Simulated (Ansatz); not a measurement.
`BN[SiH2]NC` and `BN[SiH2][SiH3]` differ in one atom or group.

Ansatz, PBE0-D4/def2-TZVP geometries, multiplicity 1. Each molecule was computed in one conformer, which needn't be the lowest.

```tsv
property	`BN[SiH2]NC`
HOMO energy (ωB97M-V/def2-TZVPP) / eV	-9.35
LUMO energy (B3LYP/def2-TZVPP) / eV	-0.25
size of the dipole moment (ωB97M-V/def2-TZVPP) / D	2.46
HOMO–LUMO gap (B3LYP/def2-TZVPP) / eV	6.52
LUMO energy (PBE0/def2-TZVPP) / eV	-0.02
HOMO–LUMO gap (PBE/def2-TZVPP) / eV	4.68
```

Task: Give the same properties after the change, and the shifts. (An estimate is asked.)

Result: Ansatz gave: 
```csv
property,`BN[SiH2][SiH3]`,shift
HOMO energy (ωB97M-V/def2-TZVPP) / eV,-9.93,-0.58
LUMO energy (B3LYP/def2-TZVPP) / eV,-0.56,-0.31
size of the dipole moment (ωB97M-V/def2-TZVPP) / D,1.30,-1.16
HOMO–LUMO gap (B3LYP/def2-TZVPP) / eV,7.10,0.58
LUMO energy (PBE0/def2-TZVPP) / eV,-0.37,-0.35
HOMO–LUMO gap (PBE/def2-TZVPP) / eV,5.46,0.78
```

With PBE0 the HOMO falls by 0.85 eV and the LUMO falls by 0.35 eV, so the gap widens by about 0.50 eV. PBE moves the HOMO by -1.09 eV and ωB97M-V by -0.58 eV. Dipoles are sizes alone; their direction can turn.

B3LYP here is the variant with VWN-RPA as its local correlation; programs differ in this.
